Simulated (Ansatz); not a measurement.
Geometry optimisation, RKS PBE/def2-SVP (Ansatz).

Input:

```yaml
crystal:
  periodic: [false, false, false]
  atoms:
    - { symbol: F, position_ang: [-2.9042, 1.643, 0.4532] }
    - { symbol: Sb, position_ang: [-0.9799, 1.6448, 0.1587] }
    - { symbol: S, position_ang: [-0.8796, -0.6772, 0.912] }
    - { symbol: Si, position_ang: [1.2052, -0.9076, 0.1231] }
    - { symbol: H, position_ang: [-1.1653, 1.1297, -1.532] }
    - { symbol: H, position_ang: [1.1058, -0.6756, -1.3274] }
    - { symbol: H, position_ang: [1.6326, -2.2809, 0.403] }
    - { symbol: H, position_ang: [2.0776, 0.0667, 0.7537] }
basis:
  gaussian: { orbitals: def2-SVP }
hamiltonian:
  xc: pbe
relax:
  f_tol: 0.015
  max_steps: 40
```

Launched with:

```bash
$ ansatz run input.yaml --threads 2 --pin off --max-ram 3072MiB --backend cpu --events-out ev --progress --plain --runs-dir out
```

Question: Where does it end, and by what steps?

Answer: It converged. The force dipped under the threshold on the way, but the program's further checks kept it going. After 23 steps the energy has fallen by 0.371 eV; H5 moved furthest, 1.78 Å.

```tsv
step	energy less start (eV)	largest force component (eV/Å)	accepted
0	0.0000	1.858	yes
1	-0.1429	0.601	yes
2	-0.1822	0.118	yes
3	-0.1851	0.048	yes
4	-0.1918	0.073	yes
5	-0.1950	0.381	yes
6	-0.2019	0.245	yes
7	-0.2255	0.156	yes
8	-0.2459	0.333	yes
9	-0.2636	0.528	yes
10	-0.2762	0.367	yes
11	-0.3146	0.130	yes
12	-0.3242	0.346	yes
13	-0.3408	0.374	yes
14	-0.3576	0.234	yes
15	-0.3631	0.287	yes
16	-0.3676	0.022	yes
17	-0.3680	0.073	yes
18	-0.3688	0.089	yes
19	-0.3696	0.094	yes
20	-0.3704	0.038	yes
21	-0.3706	0.023	yes
22	-0.3707	0.011	yes
23	-0.3708	0.012	yes
```

```xyz
8
Properties=species:S:1:pos:R:3
F -2.458 0.713 -0.860
Sb -1.523 1.607 0.624
S -0.380 -0.325 1.641
Si 0.921 -0.905 0.002
H -0.145 2.018 -0.381
H 0.140 -1.044 -1.273
H 1.519 -2.228 0.389
H 2.018 0.106 -0.197
```

Whether the end is a true minimum wasn't checked by a vibrational analysis.

Run time: 18 s on 2 threads of AMD EPYC 9R45 96-Core Processor (Zen 5) (shared host), peak memory 0.17 GiB.
